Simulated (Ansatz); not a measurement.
SbH2(iPr) (C₃H₉Sb), relaxed as a singlet with RKS r2SCAN-D4/def2-SVP in Ansatz, starting from the GFN2-xTB geometry. Force threshold 0.02 eV/Å.

In the def2 sets Sb takes a core potential; there is no spin–orbit coupling.

Start:

```xyz
13

Sb    1.0625   -1.7990    0.2030
H     2.4434   -1.2891   -0.6546
H     1.8645   -1.3807    1.6463
C     0.1556    0.1930    0.0458
C    -0.9601    0.3368    1.0630
C    -0.3466    0.4282   -1.3656
H     0.9447    0.9124    0.2729
H    -0.5892    0.1632    2.0722
H    -1.7607   -0.3748    0.8636
H    -1.3858    1.3398    1.0251
H    -0.7594    1.4328   -1.4640
H     0.4626    0.3208   -2.0869
H    -1.1315   -0.2833   -1.6208
```

(1) Estimate the energy that the relaxation releases and the steps that it takes.

(2) Does the start keep its bonding and symmetry?

(3) Predict the relaxed structure.

Answers

(1) 0.05 eV, in 5 steps; 25 s on 4 threads of Intel Xeon on a shared host. No frequencies were taken in this run, so the end may be a saddle point.

(2) By distances, no bond broke or formed. The bond that changes most is Sb1–C4, from 2.19 to 2.22 Å (atoms count from 1). Point group Cs at the start, Cs at the end, both within 0.05 Å.

(3) 
```xyz
13

Sb    1.079   -1.807    0.205
H     2.472   -1.335   -0.689
H     1.872   -1.423    1.684
C     0.152    0.204    0.046
C    -0.963    0.342    1.077
C    -0.342    0.435   -1.378
H     0.962    0.915    0.278
H    -0.598    0.211    2.108
H    -1.767   -0.395    0.908
H    -1.426    1.344    1.016
H    -0.796    1.438   -1.474
H     0.471    0.369   -2.118
H    -1.116   -0.298   -1.663
```
Bond lengths: 2 × C–C 1.52 Å; 1 × C–Sb 2.22 Å; 7 × C–H 1.10 to 1.11 Å; 2 × H–Sb 1.72 Å.
